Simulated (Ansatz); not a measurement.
```xyz
13

N    -0.993   -1.498   -0.562
Si    0.634   -1.578   -0.036
O     1.247   -0.085    0.281
Si    0.627    1.366    0.650
N    -0.294    1.951   -0.650
Cl   -0.484    1.108    2.387
H    -1.252   -1.728   -1.506
H    -1.765   -1.587    0.077
H     1.442   -2.157   -1.133
H     0.734   -2.367    1.214
H     1.690    2.330    0.984
H    -0.601    2.910   -0.657
H    -0.986    1.335   -1.050
```

Total charge 0; spin multiplicity 1.

Problem. List the r2SCAN/def2-TZVPP orbital energies in eV (the Gaussian-basis code of Ansatz). (An estimate is asked.)

Solution. The calculation gave: Occupied: -2752.87, -1792.32, -1791.67, -515.74, -385.08, -384.94, -254.27, -192.80, -192.68, -192.67, -142.54, -141.98, -97.46, -97.41, -97.37, -96.86, -96.84, -96.82, -26.24, -22.48, -22.45, -20.96, -14.82, -13.05, -12.94, -12.81, -11.49, -10.78, -10.49, -9.80, -9.25, -8.68, -8.15, -7.87, -7.66, -6.83, -6.66. Lowest empty: 0.26, 0.57, 0.96, 1.24, 1.50, 1.97, 2.22, 2.48.
